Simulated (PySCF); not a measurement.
CH₃FO₂Si, SMILES O=C(O)[SiH2]F. Heavy atoms are numbered as in [O:1]=[C:2]([OH:3])[SiH2:4][F:5]. Hydrogens are named by the atom that carries them.

The structure is a stationary point at PBE0-D3(BJ)/def2-SVP. This is a generated structure with no PubChem entry under its InChIKey; it may be hypothetical. The values are those of a single conformer.

Level of theory: B3LYP/pcSseg-1 run with PySCF.

GIAO shieldings, no solvent; atoms alike by connectivity are averaged. δ = σ(ref) − σ: ¹⁷O against H2O (σ = 333.8 ppm); ¹³C against TMS (σ = 181.3 ppm); ²⁹Si against TMS (σ = 338.7 ppm); ¹⁹F against CFCl3 (σ = 161.7 ppm); ¹H against TMS (σ = 31.68 ppm), references at their B3LYP-D3(BJ)/def2-TZVP geometries, non-relativistic.

Q: Estimate the chemical shifts. (An estimate is asked for; the answer gives what the named calculation found.)

A: 
```tsv
nucleus	atoms	count	δ (ppm)
¹⁷O	O1	1	502.0
¹⁷O	O3 (OH)	1	243.7
¹³C	C2	1	186.1
²⁹Si	Si4 (SiH2)	1	-35.7
¹⁹F	F5	1	-217.7
¹H	H on O3	1	6.77
¹H	H on Si4	2	5.16
```
